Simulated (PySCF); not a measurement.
# A small calculation by hand: oscillator strength and radiative lifetime

C3H7NSi, SMILES C(=C[SiH3])=CN.

Geometry optimised at PBE0-D3(BJ)/def2-SVP. The structure was generated by enumeration; whether it is a known compound was not checked. One conformer was computed; it need not be the lowest.

TDA-PBE0/def2-SVPD run with PySCF 2.14.0 puts the first singlet state with f over 0.02 at 6.11 eV (vertical), with the transition dipole (-0.569, 0.151, -0.486) in atomic units.

Find the oscillator strength, the wavelength and the radiative lifetime that this transition would have in vacuum if emission retraced absorption.


|μ|² = 0.5828 au, so |μ| = 1.94 D. ΔE = 6.11/27.211 = 0.2245 hartree. f = (2/3) ΔE |μ|² = 0.087 (the program prints 0.087).
λ = 1239.84/6.11 = 203 nm; ν = 49280 cm⁻¹.
Einstein's coefficient A = 0.6670 ν² f s⁻¹ (ν in cm⁻¹) = 1.4e8 s⁻¹, so τ = 1/A = 7.1 ns. This state is S3; the lower singlets have f = 0.000, 0.002. The figure is the radiative limit of this one transition; relaxation, internal conversion, crossing to triplets and a medium change what is measured.
